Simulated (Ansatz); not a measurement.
Basis sets compared for Be₈O₈ (started as a model of: (BeO)8 cage of four- and six-membered rings). Charge 0, multiplicity 1. Geometry PBE0-D4/def2-SVP. Ansatz on 4 threads of Arm Neoverse V1 on a shared host; times are rough, and most runs start from earlier orbitals.

```
atom   x (Å)   y (Å)   z (Å)
 Be1  -0.157  -0.467  -2.143
  O2   1.176   0.350  -2.106
 Be3   1.588  -0.954  -1.186
  O4   0.372  -1.887  -1.496
 Be5  -0.701  -1.518  -0.400
  O6  -1.395  -0.241  -1.208
 Be7  -1.387   0.980  -0.267
  O8   0.011   1.860  -0.077
 Be9   1.170   1.051  -0.692
 O10   1.842  -0.204   0.166
Be11   0.918  -0.514   1.360
 O12  -0.459  -1.415   1.119
 O13  -1.842   1.000   1.243
Be14  -0.332   1.633   1.436
 O15   0.295   0.537   2.359
Be16  -1.098  -0.212   1.894
```

Binding counts from free atoms (Be singlet, O triplet) in the same basis, without a counterpoise term.

```tsv
level	functions	energy (Eh)	HOMO (eV)	LUMO (eV)	binding per atom (eV)	wall time
HF/STO-3G	80	-707.7486	-9.35	5.26	4.25	0.65 s
HF/6-31G	144	-716.9405	-12.77	2.03	3.68	1.6 s
PBE-D4/def2-SVP	184	-719.4257	-7.22	-1.90	5.47	4.6 s
PBE0-D4/def2-SVP	184	-719.4501	-8.82	-1.06	5.28	7 s
```

(1) Estimate the rows for PBE-D4/def2-TZVP, PBE0-D4/def2-TZVP (with forces).

Results:

(1) 
```csv
level,functions,energy (Eh),HOMO (eV),LUMO (eV),binding per atom (eV),wall time
PBE-D4/def2-TZVP,400,-720.3017,-6.82,-1.88,5.44,11 s
PBE0-D4/def2-TZVP (with forces),400,-720.3333,-8.36,-1.09,5.27,31 s
```
